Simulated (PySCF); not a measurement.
Computed shifts of a molecule C₃H₁₂OSi₂, PySCF with PBE/pcSseg-1, GIAO, gas phase, atoms alike by connectivity averaged where their shifts nearly agree, in ppm (number of nuclei): ¹³C: 14.0 (1), 10.9 (1), 2.5 (1). ²⁹Si: -10.5 (1), -35.0 (1). ¹H: 5.56 (1), 5.21 (1), 4.45 (2), 1.34 (3), 0.87 (2), 0.71 (1), 0.51 (2). References: ¹³C against TMS (σ = 182.0 ppm); ²⁹Si against TMS (σ = 335.4 ppm); ¹⁷O against H2O (σ = 334.3 ppm); ¹H against TMS (σ = 31.49 ppm), references at their B3LYP-D3(BJ)/def2-TZVP geometries, non-relativistic. Geometry: B3LYP-D3(BJ)/def2-SVP. Other conformers were not sampled.

Question: Identify the compound among the candidates.
A. C[SiH2][C@@H](C)O[SiH3]
B. C[SiH2]O[C@H](C)[SiH3]
C. CC[SiH2][SiH2]CO
D. CC[SiH2]C[SiH2]O

Answer: D, CC[SiH2]C[SiH2]O
